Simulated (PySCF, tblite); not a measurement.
Isomers of C8H14O. Calculated harmonic vibrations of the isolated species, GFN2-xTB (tblite), most abundant isotopes, no scaling. Against measured fundamentals such values can be off by several per cent, at times by over 20. One conformer each.

Electronic energies: PBE0/pcSseg-1 single points on the GFN2-xTB geometries (PySCF, gas phase).

| SMILES | electronic energy, lowest = 0 (kcal/mol) |
| --- | --- |
| CC1(C)C[C@@H]2CC[C@H]1O2 | 0.0 |
| CO/C=C/C1CCCC1 | 20.7 |
| CC/C(C)=C(\C)CC=O | 17.4 |

Task: How do GFN2-xTB zero-point energies change the relative energies?

Result: 
```
                  SMILES  ZPE (kcal/mol)  of it from modes above 1550 cm⁻¹  electronic (kcal/mol)  with ZPE, lowest = 0 (kcal/mol)  lowest mode (cm⁻¹)  rings
CC1(C)C[C@@H]2CC[C@H]1O2           129.3                              60.5                    0.0                              0.0                  95      2
       CC/C(C)=C(\C)CC=O           124.9                              65.1                   17.4                             13.0                  37      0
          CO/C=C/C1CCCC1           127.5                              62.4                   20.7                             18.9                  38      1
```

The zero-point energies span 4.4 kcal/mol, from `CC/C(C)=C(\C)CC=O` to `CC1(C)C[C@@H]2CC[C@H]1O2`. The order is unchanged.

Task: And how do the electronic energies of GFN2-xTB itself compare?

Result: `CC1(C)C[C@@H]2CC[C@H]1O2` 0.0; `CC/C(C)=C(\C)CC=O` 38.3; `CO/C=C/C1CCCC1` 24.7 kcal/mol, lowest = 0. Against the energies above, taken from the same isomer `CC1(C)C[C@@H]2CC[C@H]1O2`, the largest difference is 20.9 kcal/mol.

Task: What do entropy and thermal enthalpy add at 298.15 K and 1 bar (rigid rotor, harmonic oscillator, one conformer each)?

Result: 
| SMILES | point group | symmetry number | S (cal/(mol K)) | H − H(0) (kcal/mol) | ZPE + H − H(0) − TS (kcal/mol) |
| --- | --- | --- | --- | --- | --- |
| CC1(C)C[C@@H]2CC[C@H]1O2 | C1 | 1 | 86.8 | 5.72 | 109.1 |
| CC/C(C)=C(\C)CC=O | C1 | 1 | 108.2 | 8.00 | 100.7 |
| CO/C=C/C1CCCC1 | C1 | 1 | 98.9 | 6.78 | 104.7 |
